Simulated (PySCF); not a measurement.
GaH₂, SMILES [GaH2-] (connectivity only; charge and spin as stated), charge -1, multiplicity 1.

The structure is a stationary point at PBE0-D3(BJ)/def2-TZVPD.

All values below come from B3LYP/def2-TZVPD (PySCF).

Gas-phase values at a fixed geometry. A positive occupied level means that this level leaves the electron formally unbound; only the finite basis holds it.

The total energy comes out as -1926.08579 hartree and the point group is C2v. The highest occupied level is 0.63 eV and the lowest empty level comes out as 3.50 eV. The orbital gap is 2.88 eV and the dipole moment about the centre of nuclear charge is 0.75 D. The mean static polarisability is 87.9 bohr³ (13.02 Å³). The polarisability, principal values is 68.9, 86.3, 108.3 bohr³.
